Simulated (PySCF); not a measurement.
difluorosilyl(difluoro)silane (F4H2Si2), SMILES F[SiH]([SiH](F)F)F.

Coordinates come from a r2SCAN-D4/def2-SVP optimisation. The values are those of a single conformer.

All values below come from TDDFT-ωB97X/def2-SVPD (PySCF).

Vertical excitations. Isolated molecule, no solvent. State labels are in the subgroup C2h.

Computed excitation energies, oscillator strengths and character:
| state | symmetry | energy (eV) | λ (nm) | f | main pairs |
|---|---|---|---|---|---|
| S1 | Au | 6.77 | 183 | 0.008 | HOMO→LUMO+1 97 % |
| S2 | Bu | 6.93 | 179 | 0.096 | HOMO→LUMO 96 % |
| S3 | Bg | 8.94 | 139 | 0.000 | HOMO→LUMO+4 64 %, HOMO−1→LUMO+1 32 % |
| S4 | Ag | 9.28 | 134 | 0.000 | HOMO−1→LUMO 59 %, HOMO→LUMO+5 20 %, HOMO→LUMO+2 14 % |
| S5 | Bu | 9.47 | 131 | 0.712 | HOMO→LUMO+3 92 % |
| S6 | Ag | 9.66 | 128 | 0.000 | HOMO→LUMO+2 66 %, HOMO→LUMO+5 28 % |
| S7 | Bg | 9.80 | 126 | 0.000 | HOMO−1→LUMO+1 61 %, HOMO→LUMO+4 31 % |
| S8 | Ag | 10.10 | 123 | 0.000 | HOMO→LUMO+5 46 %, HOMO−1→LUMO 34 %, HOMO→LUMO+2 12 % |
| S9 | Au | 10.19 | 122 | 0.084 | HOMO−2→LUMO+1 70 %, HOMO−3→LUMO 20 % |
| S10 | Bu | 10.26 | 121 | 0.105 | HOMO−2→LUMO 90 % |
| T1 | Bu | 5.98 | 207 | 0 | HOMO→LUMO 93 % |
| T2 | Au | 6.01 | 206 | 0 | HOMO→LUMO+1 94 % |
| T3 | Bu | 8.28 | 150 | 0 | HOMO→LUMO+3 78 % |
| T4 | Bg | 8.52 | 146 | 0 | HOMO→LUMO+4 49 %, HOMO−1→LUMO+1 44 % |
Triplets are in the Tamm–Dancoff approximation, which puts them higher than full response would, so one can lie above its singlet here.
